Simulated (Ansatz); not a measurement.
CH7F2GeNSi (SMILES C[N]([GeH3])[SiH](F)F), singlet, at a GFN2-xTB geometry, with bond 3-1 at 1.8 times its length; CASSCF(6,4)/STO-3G (Ansatz, an electronic-structure program).

Input for Ansatz:
Ansatz 0.2 input:
```yaml
crystal:
  periodic: [false, false, false]
  atoms:
    - {symbol: Si, position_ang: [-0.58107732, -1.33940473, 0.44536325]}
    - {symbol: F, position_ang: [-1.97412999, -0.86767485, -0.17208944]}
    - {symbol: F, position_ang: [0.03205556, -3.79423960, -0.91795409]}
    - {symbol: N, position_ang: [0.56978421, -0.16906683, -0.01764640]}
    - {symbol: C, position_ang: [1.98807377, -0.48290537, 0.07887385]}
    - {symbol: Ge, position_ang: [0.17283135, 1.62724895, -0.12218958]}
    - {symbol: H, position_ang: [-0.79180111, -1.65160465, 1.84014167]}
    - {symbol: H, position_ang: [2.15832412, -1.53243185, -0.15449799]}
    - {symbol: H, position_ang: [2.54350814, 0.13038078, -0.63464690]}
    - {symbol: H, position_ang: [2.38240127, -0.27963802, 1.07987067]}
    - {symbol: H, position_ang: [0.60295198, 2.30500352, 1.15248763]}
    - {symbol: H, position_ang: [1.01120356, 2.15113349, -1.24978634]}
    - {symbol: H, position_ang: [-1.28783919, 1.77564710, -0.35118356]}
basis:
  gaussian:
    orbitals: STO-3G
hamiltonian:
  xc: hf
magnetization: {spin_polarized: false}
correlation: {active_space: {window: {electrons: 6, orbitals: 4}}}
```

What the program printed (banner, timings and long lists left out):

```
Functional definition: HF
662 factors; integrals over basis functions are off by at most 3.3e-5 eV
mean field evaluation 1: about -71516.7529 eV, gradient 2.5e1 eV
mean field evaluation 2: about -71516.8889 eV, gradient 2.5e1 eV
mean field evaluation 4: about -71523.1789 eV, gradient 8.9e0 eV
mean field evaluation 8: about -71523.8734 eV, gradient 4.3e-2 eV
mean field evaluation 16: about -71519.7809 eV, gradient 8.2e0 eV
mean field -71523.86680753 eV, -2628.4536245587 hartree, gradient 2.2e-6 eV, S^2 0.000000; 2 other end points of the search recorded, 0 dependent functions left out
reference -71523.86680753 eV, -2628.4536245587 hartree; 42, 42 occupied and 12, 12 virtual orbitals, 662 factors
state -71528.39586733 eV, -2628.6200644364 hartree
Total energy: -71528.39586733 eV, -2628.6200644364 hartree
```
